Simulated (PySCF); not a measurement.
Spinor energies of Re⁶⁶⁺ (rhenium, charge +66)

Start: [He] 2s2 2p5; 2p1/2 filled at m_j = -1/2, +1/2; 2p3/2 filled at m_j = -1/2, +1/2, +3/2. Calculated with PySCF 2.14 in an uncontracted even-tempered set (16 s from 51 bohr⁻², ratio 2.4; 13 p from 66 bohr⁻², ratio 2.4; 5 d from 230 bohr⁻², ratio 2.6; 4 f from 340 bohr⁻², ratio 2.6): generalised Hartree-Fock with the X2C-1e Hamiltonian and a Gaussian nucleus; one run each with spin-orbit coupling (SO) switched off, then screened by Boettger's factors.

```csv
spinor shell,electrons,"ε, spin-free (eV)","ε, screened SO (eV)",weight of nominal j (screened SO),"rms radius, screened SO (bohr)"
1s1/2,2,-78371.0,-78339.2,1.000,0.0204
2s1/2,2,-18392.5,-18383.5,1.000,0.0805
2p1/2,2,-16876.6,-17948.3,1.000,0.0682
2p3/2,3,-16876.6,-16441.5,1.000,0.0751
```

```json
{"quantity": "E (hartree)", "spin-free": "-10779.77566", "screened SO": "-10811.95281"}
{"quantity": "M_J", "spin-free": "3/2", "screened SO": "3/2"}
{"quantity": "⟨J²⟩", "spin-free": "3.750", "screened SO": "3.750"}
{"quantity": "⟨L²⟩", "spin-free": "2.000", "screened SO": "2.027"}
{"quantity": "⟨S²⟩", "spin-free": "0.750", "screened SO": "0.777"}
```

Each row is a mean over spinors that exchange with the open shell spreads, by up to 65.801 eV (2s1/2).

Breit and QED terms are absent; they matter most for the inner s and p1/2 levels.

Densities and radii are taken from the X2C orbitals without a picture-change correction, which distorts them close to the nucleus.

Without spin-orbit coupling the j labels of p, d and f shells carry no meaning; the spin-free column gives the mean over the occupied spinors of each nl shell.
